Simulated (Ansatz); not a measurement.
K₂S (the lowest singlet isomer of a short search) was relaxed with r2SCAN-D4 (def2-TZVP) in Ansatz in these states: neutral quintet, neutral singlet, neutral triplet. The geometries follow in no particular order.

A:

Cartesian coordinates in Å:
```
K 2.918 -0.921 -2.626
K -2.915 0.958 2.616
S -0.003 -0.037 0.010
```

B:

```xyz
3

K     0.103    2.548   -1.010
K    -0.083   -2.545    1.019
S    -0.019   -0.003   -0.009
```

C:

```tsv
atom	x (Å)	y (Å)	z (Å)
K1	2.834	0.599	0.780
K2	-2.838	-0.575	-0.784
S3	0.004	-0.024	0.004
```

Problem. Judge from the bond lengths which geometry belongs to which state (an estimate).

Solution. A is the neutral quintet (K2–S3 4.033 Å, K1–S3 4.033 Å); B is the neutral singlet (K2–S3 2.743 Å, K1–S3 2.743 Å); C is the neutral triplet (K2–S3 3.000 Å, K1–S3 3.000 Å).

At PBE0-D4/def2-TZVP a singlet lies 4.53 eV below the neutral quintet. At PBE0-D4/def2-TZVP a singlet lies 1.38 eV below the neutral triplet. These are the stationary points nearest to one start from a short search; other shapes may lie lower in each state.
